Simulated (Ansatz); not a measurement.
Basis-set extrapolation for C3H9AlO, SMILES `[CH3][Al]([CH3])[CH2]O` (PBE0-D4/def2-TZVP geometry, frozen core, the Gaussian-basis code of Ansatz). Multiplicity 1, RHF reference.

```csv
,def2-TZVPP,def2-QZVPP
HF,-435.700765,-435.717382
MP2 correlation,-0.855287,-0.914646
CCSD(T) correlation,-0.938668,not run
```

Energies in hartree. Use E(X) = E(∞) + A·exp(−7.88·√X) for Hartree–Fock and E(X) = E(∞) + B·X^(−2.97) for correlation, with X = 3 and 4, and add CCSD(T) minus MP2 of the smaller set to the MP2 limit.

Question: What is the CCSD(T) energy at the basis-set limit?

Answer: HF limit: -435.717382 + (-0.016617) × 0.13774 = -435.71967. MP2 limit: -0.914646 + (-0.059359) × 0.74074 = -0.95862. Higher-order term: -0.938668 − (-0.855287) = -0.08338. Total: -436.76167 hartree, 320.9 kJ/mol below CCSD(T)/def2-TZVPP.
